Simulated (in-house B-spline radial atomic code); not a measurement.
A calculation on I³⁺: its settings, and results tabulated from the run. Computed with a radial B-spline atomic code at the basis-set limit: non-relativistic HSE06, spin-polarised, spherical fractional occupations, exact exchange averaged over the configuration, point nucleus.

Command:
```bash
python run_scf.py task.json out
```
Settings:
```
Z                53
configuration    [Kr] 4d10 5s2 5p2
hamiltonian      nr
method           hse06
spin_polarised   True
exact_exchange   averaged over the configuration
```

Output (hartree, bohr):
```
 radial grid: 56 intervals, B-splines of order 8, outer radius 39.1892 bohr

 iter        energy (Eh)    residual
    1       -6905.409186    6.73e-01
    2       -6912.008237    5.06e-01
    3       -6917.682865    8.88e-02
    4       -6917.910169    2.43e-02
    5       -6917.916636    9.38e-03
    6       -6917.919042    1.62e-03
    7       -6917.919075    2.29e-04
    8       -6917.919076    2.48e-05
    9       -6917.919076    7.90e-07
   10       -6917.919076    5.60e-08

 total energy                     -6917.91908
 kinetic                            6915.4692
 electron-nucleus                 -16364.3592
 Hartree                            2705.9927
 exact exchange                      -42.4430
 exchange-correlation               -132.5788

 orbital      occ     eigenvalue          <r>       <r^2>       <1/r>     <1/r^2>       r_max
 1s up      1.000     -1167.7486    0.0286791  0.00110002     52.4733      5525.9       0.019
 1s down    1.000     -1167.7447     0.028679  0.00110002     52.4734     5525.92       0.019
 2s up      1.000      -177.8312     0.123423   0.0178869     12.0474       589.2      0.1049
 2s down    1.000      -177.8295     0.123422   0.0178866     12.0474     589.199      0.1049
 2p up      3.000      -167.0740     0.105166    0.013442     12.0501     196.532     0.08204
 2p down    3.000      -167.0705     0.105167   0.0134422       12.05     196.528     0.08204
 3s up      1.000       -37.1334      0.32733    0.122243     4.40129     118.724      0.2985
 3s down    1.000       -37.1298     0.327321    0.122233     4.40126     118.717      0.2985
 3p up      3.000       -32.5957     0.317887    0.116993     4.32383     39.4407      0.2852
 3p down    3.000       -32.5909     0.317892    0.116995     4.32364     39.4367      0.2852
 3d up      5.000       -24.1949     0.288623   0.0983829     4.18896     21.8877      0.2325
 3d down    5.000       -24.1916     0.288612   0.0983735     4.18905     21.8885      0.2325
 4s up      1.000        -7.5892     0.769053    0.667245     1.79099     25.6391      0.7073
 4s down    1.000        -7.5788     0.768986    0.666943     1.79058     25.6181      0.7075
 4p up      3.000        -5.9788     0.804231    0.735942     1.68815     8.23962      0.7267
 4p down    3.000        -5.9670     0.803879    0.734921     1.68814      8.2364       0.727
 4d up      5.000        -3.2212     0.910764    0.967361      1.4493     3.82335      0.7749
 4d down    5.000        -3.2089     0.907168    0.958183     1.45342     3.84103      0.7748
 5s up      1.000        -1.7192      1.90398     4.04848     0.67747     4.05562       1.726
 5s down    1.000        -1.6253      1.89763     4.02992    0.682283     4.14689       1.713
 5p up      2.000        -1.3181      2.13224     5.09379    0.600448     1.22996       1.915
```

Cost of the run: 1.7 s on 1 thread of Arm Neoverse N1, with other jobs on the host.
